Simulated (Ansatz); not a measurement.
Z-matrix (Å, degrees):
```
N
C 1 1.329
H 1 1.003 2 119.0
H 1 1.006 2 120.6 3 180.0
O 2 1.331 1 111.8 3 180.0
Se 2 1.805 1 125.4 3 -0.0
H 5 0.967 2 106.3 1 180.0
```

Charge 0, multiplicity 1.

(1) List the PBE/def2-TZVPP orbital energies in eV (the Gaussian-basis code of Ansatz). (Estimate.)

Answers

(1) Computed: Occupied: -12301.03, -1561.03, -1401.82, -1401.76, -1401.72, -511.99, -381.97, -272.76, -204.02, -149.41, -149.21, -149.10, -52.50, -52.44, -52.37, -52.20, -52.20, -27.97, -23.84, -17.77, -16.37, -14.25, -12.99, -11.51, -11.11, -8.69, -7.93, -5.34, -5.01. Lowest empty: -1.47, -0.25, 0.27, 1.07, 1.60, 3.27, 3.61, 4.41.
